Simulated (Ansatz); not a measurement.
Gas-phase electronic energies from Ansatz, PBE0-D4/def2-TZVP geometries. CBS: MP2 limit from def2 TZ/QZ plus the TZ coupled-cluster correction, frozen cores. DFT in def2-TZVPP. One conformer a species, not always the lowest.

Consider the formal exchange of groups at the Si–Si bond: `B[SiH](B)[SiH2]C` + `[SiH3]S` → `C[SiH2][SiH2]S` + `B[SiH2]B`.

| level | ΔE (kJ/mol) |
| --- | --- |
| PBE0-D4 | 18.8 |
| r2SCAN | 20.7 |
| CCSD(T)/def2-TZVPP | 17.1 |
| MP2/def2-QZVPP | 20.6 |

(1) What does CCSD(T)/CBS give? (Best estimate.)

Largest T1 diagnostic among the species: 0.015.

Answers

(1) Ansatz gave: +16.4 kJ/mol. The listed levels differ from it by 2.4, 4.3, 0.7, 4.2 kJ/mol.

The D4 term adds +3.1 kJ/mol with B3LYP and +1.8 kJ/mol with PBE0; it sums over pairs of atoms, weighted by their polarisabilities, and B3LYP, whose exchange is more repulsive, gets the larger term. In def2-TZVPP, CCSD(T) changes the Hartree–Fock value by +16.2 kJ/mol (the triples alone add +3.5 kJ/mol) and MP2 by +20.0 kJ/mol.

B3LYP here is the variant with VWN-RPA as its local correlation; programs differ in this.
